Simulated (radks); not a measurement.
Spherical quantum dot in the effective-mass picture: electrons in a parabolic well V = omega^2 r^2 / 2 with omega = 4.58, all in effective atomic units (hartree* = m*/eps^2 hartree, bohr* = eps/m* bohr), one dielectric constant everywhere. Method: non-relativistic Kohn-Sham, r2SCAN, spin-polarised, spherical densities, generalised Kohn-Sham scheme; computed with a radial shooting solver with Libxc functionals. Levels are named by radial order and angular momentum (1s, 1p, 1d, 2s, ...), and open shells are averaged over m.

N = 29, configuration 1s2 1p6 1d10 2s2 1f(up 7, down 2). This is the lowest configuration that the search found. Occupied and some empty levels:

level    occupation  eigenvalue (hartree*)  <r> (bohr*)
1s up             1                 35.675       0.6847
1s down           1                 35.724       0.6775
1p up             3                 38.466       0.8837
1p down           3                 38.583       0.8775
1d up             5                 41.450        1.027
1d down           5                 41.618        1.023
2s up             1                 41.756       0.9169
2s down           1                 41.892       0.9199
1f up             7                 44.635        1.141
1f down           2                 44.834        1.140
2p up             0                 45.202        1.034
2p down           0                 45.333        1.037
1g up             0                 48.005        1.239
1g down           0                 48.218        1.240
2d up             0                 48.752        1.146
2d down           0                 48.892        1.148

Energy (hartree*): total 838.763, kinetic 159.82, external 333.26, Hartree 376.80, exchange-correlation -31.118.

Electron density:

r (bohr*)  n(r) (e/bohr*^3)
0.0419                4.577
0.147                 4.305
0.252                 3.857
0.357                 3.435
0.463                 3.210
0.568                 3.228
0.673                 3.392
0.778                 3.519
0.884                 3.438
0.989                 3.075
1.09                  2.475
1.20                  1.778
1.30                  1.134
1.41                 0.6369
1.51                 0.3174
1.62                 0.1397
1.73                0.05424
1.83                0.01864
1.94               0.005599
2.04               0.001504
